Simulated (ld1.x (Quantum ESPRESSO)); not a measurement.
PBE TM dataset for Co (Z = 27), scalar-relativistic all-electron reference.

The input file (ld1.x (Quantum ESPRESSO) 7.5):

```
&input
   title='Co', zed=27., rel=1, dft='PBE', iswitch=3,
   config='[Ar] 3d7 4s2 4p0',
   nld=3, rlderiv=1.50, eminld=-10.0, emaxld=5.0, deld=0.04
 /
 &inputp
   pseudotype=2, tm=.true., lloc=1,
   nlcc=.true.,
   file_pseudopw='Co.UPF', file_wfcaegen='ae.wfc', file_wfcncgen='nc.wfc', file_beta='beta', file_chi='chi'
 /
3
3S  1  0   2.00   0.00  1.35  1.35  0.0
3D  3  2   7.00   0.00  1.25  1.25  0.0
3P  2  1   6.00   0.00  0.70  0.70  0.0
 &test
   configts(1)='3s2 3p6 3d7 4s2 4p0'
 /
```

Command:

```bash
ld1.x < Co.in > Co.out
```

Output (shortened: banner, matrices, multipoles, cross overlaps and the repeated all-electron block are left out):

```
Program LD1 v.7.5
     --------------------------- All-electron run ----------------------------

     Co
     scalar relativistic calculation

     atomic number is 27.00
     dft =PBE   lsd =0 sic =0 latt =0  beta=0.20 tr2=1.0E-14
     Exchange-correlation= PBE
                           (   1   4   3   4   0   0   0)
     mesh =1193 r(mesh) =  99.89935 a.u. xmin = -7.00 dx = 0.01250
     1 Ry =  13.60569312 eV, c = 137.03599908

     n l     nl                  e(Ry)          e(Ha)          e(eV)
     1 0     1S 1( 2.00)      -558.0826      -279.0413     -7593.1006
     2 0     2S 1( 2.00)       -66.0755       -33.0378      -899.0036
     2 1     2P 1( 6.00)       -56.5897       -28.2948      -769.9416
     3 0     3S 1( 2.00)        -7.5266        -3.7633      -102.4044
     3 1     3P 1( 6.00)        -4.8242        -2.4121       -65.6364
     3 2     3D 1( 7.00)        -0.6030        -0.3015        -8.2040
     4 0     4S 1( 2.00)        -0.4020        -0.2010        -5.4697
     4 1     4P 1( 0.00)        -0.0938        -0.0469        -1.2766

     final scf error:  8.6E-15 reached in  32 iterations

     Etot =   -2786.294851 Ry,   -1393.147426 Ha,  -37909.472698 eV

     Ekin =    2822.267919 Ry,    1411.133959 Ha,   38398.911213 eV
     Encl =   -6674.713191 Ry,   -3337.356595 Ha,  -90814.099355 eV
     Eh   =    1184.776043 Ry,     592.388022 Ha,   16119.699266 eV
     Exc  =    -118.625623 Ry,     -59.312811 Ha,   -1613.983821 eV

     normalization and overlap integrals

     s(1S/1S) =  1.000000  <r> =   0.0562  <r2> =    0.0042  r(max) =   0.0366
     s(2S/2S) =  1.000000  <r> =   0.2555  <r2> =    0.0770  r(max) =   0.2131
     s(2P/2P) =  1.000000  <r> =   0.2250  <r2> =    0.0622  r(max) =   0.1723
     s(3S/3S) =  1.000000  <r> =   0.7736  <r2> =    0.6913  r(max) =   0.6648
     s(3P/3P) =  1.000000  <r> =   0.8160  <r2> =    0.7864  r(max) =   0.6816
     s(3D/3D) =  1.000000  <r> =   1.0711  <r2> =    1.5569  r(max) =   0.6648
     s(4S/4S) =  1.000000  <r> =   2.8937  <r2> =    9.7888  r(max) =   2.3202
     s(4P/4P) =  1.000000  <r> =   4.4224  <r2> =   23.7598  r(max) =   3.2517

     ------------------------ End of All-electron run ------------------------

     --------------------- Generating NC pseudopotential ---------------------

      Generating local pot.: lloc=1, matching radius rcloc =   0.7000

      Computing core charge for nlcc:

       r > 0.37 : true rho core
       r < 0.37 : rho core = a sin(br)/r    a=  55.17  b=   7.10

      Integrated core pseudo-charge :   5.89

      Wfc   3S  rcut= 1.355  Using Troullier-Martins method

      Wfc   3D  rcut= 1.258  Using Troullier-Martins method

     ------------------- End of pseudopotential generation -------------------

     Computing logarithmic derivative in   1.50747
     Computing logarithmic derivative in   1.50747
     Computing the partial wave expansion
     R is outside the sphere for l=    0 j= 0.00
       no projector for channel:   1
     R is outside the sphere for l=    2 j= 0.00

     ---------------------- Testing the pseudopotential ----------------------

     Co
     scalar relativistic calculation

     atomic number is 27.00   valence charge is 17.00
     dft =PBE   lsd =0 sic =0 latt =0  beta=0.20 tr2=1.0E-14
     mesh =1193 r(mesh) =  99.89935 xmin = -7.00 dx = 0.01250

     n l     nl             e AE (Ry)        e PS (Ry)    De AE-PS (Ry)
     1 0     3S   1( 2.00)       -7.52658       -7.52658       -0.00001
     2 1     3P   1( 6.00)       -4.82419       -4.82433        0.00015
     3 2     3D   1( 7.00)       -0.60298       -0.60299        0.00001
     2 0     4S   1( 2.00)       -0.40202       -0.43718        0.03517  !
     3 1     4P   1( 0.00)       -0.09383       -0.09417        0.00034

     eps = 9.9E-15  iter = 14

     Etot =   -2786.294851 Ry,   -1393.147426 Ha,  -37909.472698 eV
     Etotps =  -307.049396 Ry,    -153.524698 Ha,   -4177.619857 eV

     Ekin =     153.172897 Ry,      76.586448 Ha,    2084.023429 eV
     Encl =    -647.150039 Ry,    -323.575019 Ha,   -8804.924834 eV
     Ehrt =     250.719757 Ry,     125.359878 Ha,    3411.216072 eV
     Ecxc =     -47.478650 Ry,     -23.739325 Ha,    -645.979941 eV
     (Ecc =     -15.252552 Ry,      -7.626276 Ha,    -207.521536 eV)
     Epseu=     -16.313361 Ry,      -8.156681 Ha,    -221.954584 eV

     ---------------------- End of pseudopotential test ----------------------
```

The potential misses its own reference levels by up to 0.5 eV. ld1.x takes every shell without a wave as core, so the model core holds the 4s electrons as well and exchange and correlation see them twice. This cancels in the reference configuration, but the file is broken for other ones, and its errors say nothing about a proper core correction.

Generation and configuration tests took about 1.5 s on one core of a shared server CPU.

Transferability test of the new file with ld1.x, input:

```
&input
   title='Co', zed=27., rel=1, dft='PBE', iswitch=2,
   config='[Ar] 3d7 4s2 4p0'
 /
 &test
   file_pseudo='Co.UPF', nconf=8,
   configts(1)='3s2 3p6 3d7 4s2 4p0',
   configts(2)='3s2 3p6 3d7 4s1 4p0',
   configts(3)='3s2 3p6 3d7 4s0 4p0',
   configts(4)='3s2 3p6 3d6 4s0 4p0',
   configts(5)='3s2 3p5 3d7 4s2 4p0',
   configts(6)='3s1 3p6 3d7 4s2 4p0',
   configts(7)='3s2 3p6 3d7 4s1.5 4p0',
   configts(8)='3s2 3p6 3d7.5 4s1.5 4p0'
 /
```

```bash
ld1.x < Co.test.in > Co.test.out
```

Pseudopotential blocks of its output, shortened (energy terms left out):

```
     ---------------------- Testing the pseudopotential ----------------------

     n l     nl             e AE (Ry)        e PS (Ry)    De AE-PS (Ry)
     1 0     3S   1( 2.00)       -7.52658       -7.52658       -0.00001
     2 1     3P   1( 6.00)       -4.82419       -4.82433        0.00015
     3 2     3D   1( 7.00)       -0.60298       -0.60299        0.00001
     2 0     4S   1( 2.00)       -0.40202       -0.43718        0.03517  !
     3 1     4P   1( 0.00)       -0.09383       -0.09417        0.00034

     eps = 8.6E-16  iter = 15

     Etot =   -2786.294851 Ry,   -1393.147426 Ha,  -37909.472698 eV
     Etotps =  -307.049396 Ry,    -153.524698 Ha,   -4177.619854 eV

     ---------------------- End of pseudopotential test ----------------------

          ---------------------- Testing the pseudopotential ----------------------

     n l     nl             e AE (Ry)        e PS (Ry)    De AE-PS (Ry)
     1 0     3S   1( 2.00)       -8.17488       -8.21551        0.04063  !
     2 1     3P   1( 6.00)       -5.47350       -5.51232        0.03882  !
     3 2     3D   1( 7.00)       -1.24646       -1.28391        0.03745  !
     2 0     4S   1( 1.00)       -0.93803       -1.01929        0.08126  !
     3 1     4P   1( 0.00)       -0.54886       -0.58349        0.03463  !

     eps = 3.5E-15  iter = 13

     Etot =   -2785.631149 Ry,   -1392.815574 Ha,  -37900.442564 eV
     Etotps =  -306.328282 Ry,    -153.164141 Ha,   -4167.808602 eV
     dEtot_ae =       0.663703 Ry
     dEtot_ps =       0.721114 Ry,   Delta E=      -0.057411 Ry

     ---------------------- End of pseudopotential test ----------------------

          ---------------------- Testing the pseudopotential ----------------------

     n l     nl             e AE (Ry)        e PS (Ry)    De AE-PS (Ry)
     1 0     3S   1( 2.00)       -8.92863       -9.01561        0.08698  !
     2 1     3P   1( 6.00)       -6.22769       -6.30951        0.08182  !
     3 2     3D   1( 7.00)       -1.98916       -2.06839        0.07923  !
     2 0     4S   1( 0.00)       -1.53869       -1.67379        0.13510  !
     3 1     4P   1( 0.00)       -1.07841       -1.16051        0.08210  !

     eps = 2.7E-15  iter = 10

     Etot =   -2784.397424 Ry,   -1392.198712 Ha,  -37883.656885 eV
     Etotps =  -304.986850 Ry,    -152.493425 Ha,   -4149.557482 eV
     dEtot_ae =       1.897427 Ry
     dEtot_ps =       2.062546 Ry,   Delta E=      -0.165119 Ry

     ---------------------- End of pseudopotential test ----------------------

          ---------------------- Testing the pseudopotential ----------------------

     n l     nl             e AE (Ry)        e PS (Ry)    De AE-PS (Ry)
     1 0     3S   1( 2.00)      -10.34477      -10.44557        0.10080  !
     2 1     3P   1( 6.00)       -7.62638       -7.71867        0.09229  !
     3 2     3D   1( 6.00)       -3.31966       -3.40607        0.08641  !
     2 0     4S   1( 0.00)       -2.38146       -2.56465        0.18320  !
     3 1     4P   1( 0.00)       -1.82341       -1.92572        0.10230  !

     eps = 9.2E-15  iter = 11

     Etot =   -2781.761040 Ry,   -1390.880520 Ha,  -37847.787048 eV
     Etotps =  -302.266797 Ry,    -151.133399 Ha,   -4112.549285 eV
     dEtot_ae =       4.533812 Ry
     dEtot_ps =       4.782599 Ry,   Delta E=      -0.248787 Ry

     ---------------------- End of pseudopotential test ----------------------

          ---------------------- Testing the pseudopotential ----------------------

     n l     nl             e AE (Ry)        e PS (Ry)    De AE-PS (Ry)
     1 0     3S   1( 2.00)       -8.74905       -8.75300        0.00395
     2 1     3P   1( 5.00)       -6.03170       -6.02963       -0.00206
     3 2     3D   1( 7.00)       -1.73413       -1.73466        0.00053
     2 0     4S   1( 2.00)       -1.07563       -1.14823        0.07260  !
     3 1     4P   1( 0.00)       -0.63820       -0.65212        0.01392  !

     eps = 6.2E-15  iter = 18

     Etot =   -2780.891001 Ry,   -1390.445501 Ha,  -37835.949570 eV
     Etotps =  -301.643658 Ry,    -150.821829 Ha,   -4104.071039 eV
     dEtot_ae =       5.403850 Ry
     dEtot_ps =       5.405738 Ry,   Delta E=      -0.001888 Ry

     ---------------------- End of pseudopotential test ----------------------

          ---------------------- Testing the pseudopotential ----------------------

     n l     nl             e AE (Ry)        e PS (Ry)    De AE-PS (Ry)
     1 0     3S   1( 1.00)       -8.76660       -8.79380        0.02720  !
     2 1     3P   1( 6.00)       -6.04828       -6.05376        0.00547  !
     3 2     3D   1( 7.00)       -1.74990       -1.75108        0.00117
     2 0     4S   1( 2.00)       -1.07571       -1.15136        0.07564  !
     3 1     4P   1( 0.00)       -0.63798       -0.65134        0.01336  !

     eps = 9.9E-15  iter = 17

     Etot =   -2778.173056 Ry,   -1389.086528 Ha,  -37798.970037 eV
     Etotps =  -298.912036 Ry,    -149.456018 Ha,   -4066.905438 eV
     dEtot_ae =       8.121796 Ry
     dEtot_ps =       8.137359 Ry,   Delta E=      -0.015564 Ry

     ---------------------- End of pseudopotential test ----------------------

          ---------------------- Testing the pseudopotential ----------------------

     n l     nl             e AE (Ry)        e PS (Ry)    De AE-PS (Ry)
     1 0     3S   1( 2.00)       -7.83604       -7.85552        0.01948  !
     2 1     3P   1( 6.00)       -5.13418       -5.15301        0.01883  !
     3 2     3D   1( 7.00)       -0.91071       -0.92881        0.01810  !
     2 0     4S   1( 1.50)       -0.66067       -0.71756        0.05690  !
     3 1     4P   1( 0.00)       -0.30907       -0.32483        0.01577  !

     eps = 2.7E-15  iter = 14

     Etot =   -2786.030079 Ry,   -1393.015039 Ha,  -37905.870282 eV
     Etotps =  -306.761690 Ry,    -153.380845 Ha,   -4173.705418 eV
     dEtot_ae =       0.264773 Ry
     dEtot_ps =       0.287706 Ry,   Delta E=      -0.022933 Ry

     ---------------------- End of pseudopotential test ----------------------

          ---------------------- Testing the pseudopotential ----------------------

     n l     nl             e AE (Ry)        e PS (Ry)    De AE-PS (Ry)
     1 0     3S   1( 2.00)       -7.33578       -7.34922        0.01344  !
     2 1     3P   1( 6.00)       -4.63891       -4.65127        0.01236  !
     3 2     3D   1( 7.50)       -0.44423       -0.45602        0.01180  !
     2 0     4S   1( 1.50)       -0.35944       -0.39764        0.03820  !
     3 1     4P   1( 0.00)       -0.07538       -0.07991        0.00454

     eps = 6.3E-15  iter = 16

     Etot =   -2786.365447 Ry,   -1393.182723 Ha,  -37910.433198 eV
     Etotps =  -307.104726 Ry,    -153.552363 Ha,   -4178.372656 eV
     dEtot_ae =      -0.070595 Ry
     dEtot_ps =      -0.055330 Ry,   Delta E=      -0.015266 Ry

     ---------------------- End of pseudopotential test ----------------------
```
